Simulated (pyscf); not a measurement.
This saddle point was located with ωB97X-D3(BJ)/def2-SVP in PySCF.

```
As
H 1 1.5211
H 1 1.5216 2 92.05
H 1 1.7617 2 90.38 3 89.63
As 4 1.7616 1 163.55 2 -26.21
H 5 1.5211 4 90.38 1 -26.23
H 5 1.5216 6 92.05 4 -89.63
```
Charge 0, spin multiplicity 2.

Surface: doublet, charge 0. Lowest wavenumbers (cm⁻¹): 1145i, 47, 143, 241, 333.

Question: Name the species on either side of this saddle.

Answer: `[AsH3]` + `[AsH2]` [doublet] <-> `[AsH2]` [doublet] + `[AsH3]`, a hydrogen abstraction read from left to right: As–H broken and As–H formed. At ωB97M-D3(BJ)/def2-TZVP it lies +5.9 kcal/mol from the left side and +5.9 kcal/mol from the right (each side as separated species at their lowest minima found). One saddle was located; it need not be the lowest between these sides. The angle at the transferred H is 164°. Elements up to Kr have no core potential and no relativistic terms here.
